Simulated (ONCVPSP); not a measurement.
## boron (B), ONCV: configuration errors across variants

```
Element                 : boron (B)
Generator               : ONCVPSP 4.0.1
Type                    : optimised norm-conserving Vanderbilt (ONCV)
Functional              : LDA (Perdew-Wang 92)
Relativity              : scalar-relativistic
Frozen core             : [He]
Valence charge          : 3
Reference configuration : 2s2 2p1
Partial waves           : 2s: rc 1.65 bohr, ncon 4, nbas 9, qcut 3.5 1/bohr, 2 projectors, debl 2.4 Ha; 2p: rc 3.75 bohr, ncon 5, nbas 9, qcut 3.9 1/bohr, 1 projector; d scattering state at 0.36 Ha: rc 3.40 bohr, ncon 4, nbas 7, qcut 3.1 1/bohr, 2 projectors, debl 0.4 Ha
Local potential         : polynomial inside 1.55 bohr (lpopt 5, dvloc0 2 Ha)
Core correction         : polynomial model core, fcfact 0.35
```

All-electron excitation energies from the reference (eV): (1) 2s2 2p0 8.321; (2) 2s1 2p0 33.619; (3) 2s2 2p0.5 2.940; (4) 2s1 2p2 5.685.

Errors AE − PS in meV (a dash: test not solved or not reliable):

```
     change   (1)   (2)  (3)  (4)  bound ghosts  GHOST(+) flags above zero
       base  +164  +449  +25  -38          none                       none
p: qcut 2.4  +324  +895  +53  -92          none                       none
p: qcut 2.7  +278  +770  +44  -76          none                       none
p: qcut 3.6  +184  +506  +28  -44          none                       none
  p: qcut 4  +159  +433  +24  -36          none                       none
p: qcut 4.5  +136  +370  +20  -29          none                       none
  p: qcut 5  +122  +329  +18  -25          none                       none
p: qcut 5.4  +116  +313  +17  -23          none                       none
p: qcut 5.9  +103  +275  +15  -19          none                       none
```

Q: Give the same row for: p: qcut 3.3.

A: +208, +574, +32, -52; bound ghosts: none; GHOST(+) flags above zero: none.
